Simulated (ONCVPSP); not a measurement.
**iron (Fe): ONCV pseudisation with PBE, scalar-relativistic reference atom.**

| Quantity | Value |
| --- | --- |
| Element | iron |
| Generator | ONCVPSP 4.0.1 |
| Type | optimised norm-conserving Vanderbilt (ONCV) |
| Functional | PBE |
| Relativity | scalar-relativistic |
| Frozen core | [Ar] |
| Valence charge | 8 |
| Reference configuration | 3d6 4s1 (charge +1) |
| Partial waves | 4s: rc 2.25 bohr, ncon 3, nbas 7, qcut 3.2 1/bohr, 2 projectors, debl 1.3 Ha; p scattering state at 0.23 Ha: rc 2.40 bohr, ncon 4, nbas 7, qcut 3.5 1/bohr, 2 projectors, debl 3.6 Ha; 3d: rc 1.05 bohr, ncon 4, nbas 9, qcut 14.8 1/bohr, 2 projectors, debl 1 Ha |
| Local potential | polynomial inside 0.95 bohr (lpopt 5, dvloc0 -1 Ha) |
| Core correction | Teter function, fcfact 1.75, rcfact 1.45 |

In the p channel the program set the typed energies aside and used 0.050, 3.650 Ha.

What the tests gave:

```json
{
  "Cutoffs needed": "83 Ha and 94 Ha (the cutoffs (Ha) at which the residual kinetic energy of the hardest occupied pseudo-wave falls to 1 and 0.1 mHa per electron)",
  "Ghost test": "ghosts flagged at negative energy: s at -136.9 eV; GHOST(+) flagged for p at 74.5 eV; a true bound ghost makes a file unfit for plane-wave use",
  "Largest excitation error": "-890 meV (all-electron minus pseudo) for 3d4 4s0, out of 4 test configurations",
  "rms error of d²Exc/dni dnj": "12.55 mHa without and 9.11 mHa with the model core"
}
```

Generation and tests took about 3.1 s on one core of a shared server CPU.
